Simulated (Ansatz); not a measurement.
Coupled-cluster diagnostics for LaO₃H₃, Ansatz.

Geometry of the singlet (r2SCAN-D4/def2-SVP):

Cartesian coordinates in Å:
```
La 0.0398 0.7418 -0.6564
O 1.2053 1.5807 0.9633
O -1.9673 -0.3141 -0.2437
O -0.9947 -1.2685 0.3329
H 1.5583 1.8039 1.8292
H -1.0891 -2.0427 -0.2477
H 1.2477 -0.5011 -1.9776
```

In the def2 sets La takes a core potential; there is no spin–orbit coupling. Correlated methods freeze 3 core orbitals; core or outer-core shells of La are correlated, in sets that lack core-valence functions. The structure holds one bond between oxygen atoms, so isomers without such links may lie far lower. No other spin state of charge 0 was run. Another isomer (singlet) lies 0.05 eV lower at PBE0-D4/def2-TZVP; other spin states weren't run for this one.

**Question.** Estimate the CCSD(T) correlation energy, the shares of MP2 and (T), T1 and the reference's ⟨S²⟩ for: charge 0, singlet, own geometry in def2-TZVPP; and the rough time on 4 threads of Arm Neoverse V2 on a shared host.

**Answer.** 
```tsv
state	basis	correlation (eV)	MP2 share (%)	(T) share (%)	T1	⟨S²⟩ (pure)	wall time	remarks
charge 0, singlet, own geometry	def2-TZVPP	-28.227	94.9	3.9	0.018	0.00 (0.00)	50 s	test for broken spin undecided
```
Customary marks for T1 are 0.02 (closed shells), 0.045 (open shells) and about 0.05 (3d metals). T1 stays under 0.02 throughout.
